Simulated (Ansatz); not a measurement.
Reaction (formal exchange of groups at a B–P bond): `BP[SiH](C)F` + `C=C(C)O` → `B/C=C(\C)O` + `C[SiH](F)P`

Gas-phase electronic energies from Ansatz, PBE0-D4/def2-TZVP geometries. CBS: MP2 limit from def2 TZ/QZ plus the TZ coupled-cluster correction, frozen cores. Functionals use def2-TZVPP. B3LYP here is the variant with VWN-RPA as its local correlation; programs differ in this. Each species was taken in one conformer, which may not be the lowest.

```tsv
level	ΔE (kJ/mol)
B3LYP	-4.8
HF/def2-QZVPP	-4.1
```

What does CCSD(T)/CBS give? (An estimate is asked.)

The calculation gave: +2.9 kJ/mol. The listed levels differ from it by -7.7, -7.0 kJ/mol.

Largest T1 diagnostic among the species: 0.015.

In def2-TZVPP, CCSD(T) changes the Hartree–Fock value by +5.3 kJ/mol (the triples alone add +0.3 kJ/mol) and MP2 by +4.4 kJ/mol.
